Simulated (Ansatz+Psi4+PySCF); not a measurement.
A calculation with PySCF 2.14.0.

```python
from pyscf import gto, scf, mp

mol = gto.M(atom="""
Be 0.000000 0.000000 0.000000
Be 0.000000 0.000000 2.200000
""", basis='cc-pcvtz', charge=1, spin=1)
mf = scf.UHF(mol)
mf.kernel()
pt = mp.MP2(mf, frozen=None).run()
print(mf.e_tot, pt.e_corr, pt.e_tot)
```

The script is written out from the run's settings.

Output:

```json
{
 "Converged": "yes",
 "Reference energy": "-28.91997 hartree",
 "Correlation energy": "-0.10906 hartree",
 "Total energy": "-29.02903 hartree",
 "Spin squared of the determinant": "0.942"
}
```

Messages of the program:
```
WARN: HOMO -0.167147102234297 >= LUMO -0.167147102234297
WARN: HOMO -0.167147102234297 >= LUMO -0.167147102234297
```

Caution: the unrestricted determinant is spin contaminated; MP2 on this radical cation hangs on the determinant chosen.
